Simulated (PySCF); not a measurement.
Species: C5H4O3 (charge +1 and doublet state).
Atom-mapped SMILES: `[O:1]=[C:2]([OH:3])[C:4]1=[CH:5][O:6][CH:7][CH+:8]1` (hydrogens: H9 on O3; H10 on C5; H11 on C7; H12 on C8)

Computed geometry: GFN2-xTB, gas phase. This method treats the open shell by occupation alone, without spin polarisation.

List the bond lengths, angles and torsions at this level.

```json
{"bond": "O1=C2", "length (bohr)": "2.273", "order": "double"}
{"bond": "C2–O3", "length (bohr)": "2.465", "order": "single"}
{"bond": "C2–C4", "length (bohr)": "2.826", "order": "single"}
{"bond": "C4=C5", "length (bohr)": "2.659", "order": "double"}
{"bond": "C5–O6", "length (bohr)": "2.493", "order": "single"}
{"bond": "O6–C7", "length (bohr)": "2.513", "order": "single"}
{"bond": "C7–C8", "length (bohr)": "2.646", "order": "single"}
{"bond": "C4–C8", "length (bohr)": "2.640", "order": "single"}
{"bond": "O3–H9", "length (bohr)": "1.847", "order": "single"}
{"bond": "C5–H10", "length (bohr)": "2.038", "order": "single"}
{"bond": "C7–H11", "length (bohr)": "2.038", "order": "single"}
{"bond": "C8–H12", "length (bohr)": "2.029", "order": "single"}
```

Orders are formal, as drawn. A selection of angles:
```json
{"angle": "O1–C2–O3", "degrees": "126.8"}
{"angle": "O1–C2–C4", "degrees": "120.9"}
{"angle": "O3–C2–C4", "degrees": "112.2"}
{"angle": "C2–C4–C5", "degrees": "126.7"}
{"angle": "C2–C4–C8", "degrees": "127.2"}
{"angle": "C5–C4–C8", "degrees": "106.1"}
{"angle": "C4–C5–O6", "degrees": "109.8"}
{"angle": "C5–O6–C7", "degrees": "108.6"}
{"angle": "O6–C7–C8", "degrees": "110.5"}
{"angle": "C4–C8–C7", "degrees": "105.1"}
{"angle": "H9–O3–C2", "degrees": "113.5"}
```

Torsions: O1–C2–C4–C5 180° (antiperiplanar); C2–C4–C5–O6 180° (antiperiplanar); C4–C5–O6–C7 0° (synperiplanar); C5–O6–C7–C8 0° (synperiplanar); O6–C7–C8–C4 0° (synperiplanar); C2–C4–C8–C7 180° (antiperiplanar); H9–O3–C2–O1 0° (synperiplanar).

The 8 heavy atoms lie in one plane (0.001 Å rms). C4 (carbon bonded to 3 C) is planar (angles 127.2°, 126.7° and 106.1°, sum 360.0°, 0.00 Å off the plane of its three neighbours). C2 (carbon bonded to C and 2 O) is planar (angles 126.8°, 120.9° and 112.2°, sum 360.0°, 0.00 Å off the plane of its three neighbours). Of the pairs four or more bonds apart, O3···H10 is among the closest relative to their van der Waals radii: 2.77 Å, 102 % of the sum of Bondi's values. C5 (carbon bonded to C, O and H) is planar (angles 130.8°, 119.4° and 109.8°, sum 360.0°, 0.00 Å off the plane of its three neighbours). The C–O distances run from 1.203 Å (O1=C2, drawn double in a drawing that doesn't fit all lengths) to 1.330 Å (O6–C7, drawn single in a drawing that doesn't fit all lengths), a spread of 0.127 Å. C8 (carbon bonded to 2 C and H) is planar (angles 127.6°, 127.4° and 105.1°, sum 360.0°, 0.00 Å off the plane of its three neighbours).

Point group: Cs (every atom within 0.08 Å of its image). Whether it is a minimum is left open (no frequencies). Torsions: O1–C2–O3–H 0°, O1–C2–C4–C5 180°.

One conformer stands for the species.
